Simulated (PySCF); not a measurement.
Löwdin shares of the frontier orbitals

Compound: C7H4OS.
Bonds: C1–C2 (triple), C2–C3, C3–C4 (double), C4–O5, O5–C6, C6–C7 (double), C7–C8, C8–S9 (double), C3–C8. Hydrogens: H10 on C1; H11 on C4; H12 on C6; H13 on C7.

Method: TDDFT PBE0/def2-SVPD, vertical, gas phase, core orbitals frozen in the response (PySCF). Geometry: GFN2-xTB; no solvent, vibrations or thermal averaging.

Kohn–Sham orbitals with the atoms that hold most of them (Löwdin shares over 4%, at most four atoms; ? is withheld):

| orbital | ε (eV) | atoms |
| --- | --- | --- |
| LUMO+2 | 0.40 | C6 20%, O5 17%, C4 14%, S9 10% |
| LUMO+1 | -1.59 | C4 17%, C3 17%, C7 14%, C6 13% |
| LUMO | -2.28 | S9 30%, C8 22%, C4 13%, O5 12% |
| HOMO | ? | ? |
| HOMO-1 | -6.68 | ? |
| HOMO-2 | -7.95 | C1 26%, C2 24%, C6 11%, C4 9% |
| HOMO-3 | -8.41 | C1 41%, C2 40%, C3 6% |

Task: Give the leading atoms of the HOMO-1.

Result: S9 (bonded to C) 41%; C8 (bonded to 2 C and S) 13%; O5 (bonded to 2 C) 10%; C3 (bonded to 3 C) 9%. By element: sulfur 41%, carbon 22% or more, oxygen 10%.

Task: Which atoms hold the HOMO, and with what shares?

Result: S9 (bonded to C) 77%; C8 (bonded to 2 C and S) 12%.

Task: What is the HOMO energy, and the HOMO–LUMO gap?

Result: ε(HOMO) = -6.10 eV; the gap is 3.82 eV (0.1403 hartree).

Task: How does S1 compare with the orbital gap of 3.82 eV?

Result: S1 is at 2.33 eV (f = 0.0000), 1.49 eV below the gap, made of HOMO→LUMO (99%). 

Task: Give energy, strength and leading configuration of S1, S2, S3, S4 and S5, and follow the Löwdin shares of the leading atoms from the occupied to the empty orbital.

Result: 
- S1 (2.33 eV, f 0.0000), HOMO→LUMO (99%): S9 77% → 30%, C8 12% → 22%
- S2 (3.40 eV, f 0.0002), HOMO→LUMO+1 (100%): S9 77% → at most 13%, C8 12% → at most 13%, C4 at most 4% → 17%, C3 at most 4% → 17%
- S3 (4.04 eV, f 0.024), HOMO-1→LUMO+1 (95%): S9 41% → at most 13%, C8 13% → at most 13%, C4 at most 9% → 17%, C3 9% → 17%
- S4 (4.16 eV, f 0.252), HOMO-1→LUMO (87%): S9 41% → 30%, C8 13% → 22%
- S5 (4.86 eV, f 0.040), HOMO-2→LUMO (92%): C1 26% → at most 12%, C2 24% → at most 12%, S9 at most 9% → 30%, C8 at most 9% → 22%

Löwdin shares depend on the basis, the more so with diffuse functions.
